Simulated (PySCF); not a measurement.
# Diatomic anions of O with the fourth-period p block

PBE with double-zeta basis sets in PySCF, for the lowest determinant that a PBE0 search found; no spin–orbit coupling. De refers to high-spin ground-configuration atoms (the charge goes to the atom of lower measured ionisation energy or higher electron affinity, which is not always the lowest computed limit). A positive dipole points towards O; it is taken about the centre of mass and depends on that origin.

| M | basis | charged atom | state (unpaired electrons) | Re (Å) | ωe (cm⁻¹) | De (eV) | μ (D) |
| --- | --- | --- | --- | --- | --- | --- | --- |
| Ga | aug-cc-pVDZ-PP/aug-cc-pVDZ | O− | singlet (closed shell) | 1.756 | 726 | 5.30 | -2.96 |
| As | aug-cc-pVDZ-PP/aug-cc-pVDZ | O− | triplet (π ↑↑) | 1.735 | 768 | 4.98 | -1.92 |
| Se | aug-cc-pVDZ-PP/aug-cc-pVDZ | Se− | doublet (π ↑) | 1.775 | 697 | 4.41 | -2.11 |

The shortest bond is that of AsO⁻ (1.735 Å), the longest that of SeO⁻ (1.775 Å).

The state changes along the series, so neighbouring rows are not always alike in their bonding.

Spin–orbit coupling is left out. For an ion De counts to the pair picked by the measured ionisation energies or electron affinities, which need not be the lowest pair at this level. The highest Kohn–Sham level is positive in some of these anions. Much of that is self-interaction error, but it also means that the finite basis helps to hold the extra electron. States were picked by a PBE0 search and need not be the measured ground states.
